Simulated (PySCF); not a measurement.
```xyz
7
charge 0 multiplicity 3, angstrom
Ru    0.0000    0.0000    0.0147
H     1.0911    0.0000    1.2150
H     1.2309    0.0000   -1.3448
H     1.6573    0.0000   -0.6150
H    -1.0911    0.0000    1.2150
H    -1.2309    0.0000   -1.3448
H    -1.6573    0.0000   -0.6150
```

Computed with PySCF, UPBE0, basis Ru def2-TZVP with ECP28, H def2-TZVP (scalar-relativistic core potentials, no spin–orbit coupling, density fitting).

This geometry of RuH6 is a stationary point at this level.

What is the point group?

C2v.

Is it a minimum?

Yes: all harmonic wavenumbers are real.

What are the dipole moment and the gap between the highest occupied and lowest empty levels of either spin?

2.65 D and 3.93 eV.

Give the ideal-gas entropy at 298.15 K and 1 bar by parts.

translation 167.2, rotation 73.2, vibration 16.5, spin 9.1; total 266.0 J/(mol K).

What is the atomisation energy, with and without zero-point energy?

1527 kJ/mol without, 1411 kJ/mol with.

This need not be the most stable arrangement of these atoms. Other spin states or occupations of the open shell can lie lower.
